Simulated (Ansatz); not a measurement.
Reaction (formal loss of a carbene): `N[SiH2]C[TeH]` → `[CH2]` (triplet) + `N[SiH2][TeH]`

Gas-phase electronic energies from Ansatz, PBE0-D4/def2-TZVP geometries. CBS: MP2 limit from def2 TZ/QZ plus the TZ coupled-cluster correction, frozen cores. This one scheme is used for every species. Functionals use def2-TZVPP. B3LYP here is the variant with VWN-RPA as its local correlation; programs differ in this. Triplets are unrestricted, without spin–orbit coupling. def2 core potentials past Kr. For Te outer-core shells are correlated without core-valence functions, which leaves a few kJ/mol of doubt a bond. One conformer a species, not always the lowest.

```
          species  B3LYP energy (Eh)
  `N[SiH2]C[TeH]`         -654.77870
`[CH2]` (triplet)          -39.17003
   `N[SiH2][TeH]`         -615.47110
```

(1) Work out ΔE.

Largest T1 diagnostic among the species: 0.011.

Answers

(1) ΔE = (-39.17003) + (-615.47110) − (-654.77870) = 0.13757 Eh = +361.2 kJ/mol. CCSD(T)/CBS gives +386.8 kJ/mol.

From PBE to PBE0 (25 % exact exchange), in def2-TZVPP and without D4, ΔE moves by −9.0 kJ/mol. At CCSD(T), def2-SVP lies −36.0 kJ/mol from the extrapolated value and def2-TZVPP −10.8 kJ/mol.
